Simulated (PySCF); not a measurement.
NMR data simulated for an unnamed compound:

¹H NMR (600 MHz, computed): δ 5.17 (m, 1H), 5.02 (m, 1H), 3.72 (s, 3H), 3.16 (m, 1H), 3.05 (m, 1H), 1.29 (m, 1H), 0.16 (m, 1H).

¹³C{¹H} NMR (computed): δ 127.5 (C), 54.0 (CH3), 4.3 (CH), -6.5 (CH).

Theoretical values (PySCF 2.14): coordinates at the GFN2-xTB level, shieldings: GIAO PBE0/pcSseg-1. Isolated molecule, one conformer, one averaged value for each set of equivalent atoms, relativity neglected.

Referencing at the same level of theory: TMS for ¹H (σref 31.72), ¹³C (σref 186.93).

Question: Which of these does the molecule contain: a three-membered ring, a benzene ring, a nitrile, a Si–H bond, a ketone, a heteroaromatic ring?

Answer: 
- A three-membered ring: yes.
- A benzene ring: no.
- A nitrile: yes (δC 127.5).
- A Si–H bond: yes (δH 5.17 (m), 5.02 (m)).
- A ketone: no.
- A heteroaromatic ring: no.

The data belong to `C([C@H]1[C@H]([SiH2]OC)[SiH2]1)#N`, C4H9NOSi2; they needn't prove each group on their own.

Carbon signals by region: 1 in the sp2 and nitrile region (100–160 ppm), 1 at 50–100 ppm, 2 below 50 ppm.

Shifts are as computed. Against solution values, carbons near 30 ppm lie about +3 ppm off and those near 130 ppm about +5 ppm. Of 1309 compounds with measured shifts, 239 miss one by over three times the rms of a fit or turn the order of signals round; such compounds aren't used in these exercises. No couplings were computed; multiplicities are counted from neighbouring protons, with m where these are inequivalent, close in shift, in a saturated or five-membered ring or joined by F or P, and br s for small geminal =CH2 splittings.
